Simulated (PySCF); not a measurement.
Potassium: a sound run and one with changed settings

Sound run: K+ [Ar], K(2+) [Ne] 3s2 3p5. Computed with PySCF 2.14 in cc-pVTZ-X2C (6s5p3d1f, 43 functions), with the spin-free X2C one-electron Hamiltonian (Gaussian nucleus). In the sound run the correlated levels freeze [Ne] 3s2. The sound run starts from symmetry-adapted Hartree-Fock orbitals and uses a fine grid where one is needed.

Changed run: initial guess sap, at most 50 SCF cycles, level shift 2.0 hartree.

```
species   method  sound run (hartree)  changed run (hartree)  converged
     K+      UHF           -601.31651             -601.31651        yes
     K+      PBE           -601.85362             -601.85362        yes
     K+     MN15           -602.22102             -602.22102        yes
     K+      MP2           -601.38900             -601.34566        yes
     K+  CCSD(T)           -601.39846             -601.39846        yes
  K(2+)      UHF           -600.17093             -600.17093        yes
  K(2+)      PBE           -600.66396             -600.66396        yes
  K(2+)     MN15           -601.01901             -601.01901        yes
  K(2+)      MP2           -600.21414             -600.18918        yes
  K(2+)  CCSD(T)           -600.22188             -600.22188        yes
```

Ionisation energy of K+:

```
 method  sound run (eV)  changed run (eV)
    UHF          31.173            31.173
    PBE          32.372            32.372
   MN15          32.708            32.708
    MP2          31.970            31.470
SCS-MP2          31.910            31.448
   CCSD          32.013            32.013
CCSD(T)          32.016            32.016
```

A level shift leaves the converged SCF energy unchanged but raises the virtual orbital energies, which shrinks MP2 if it is not removed.

For comparison, NIST gives 31.625 eV between the lowest levels.
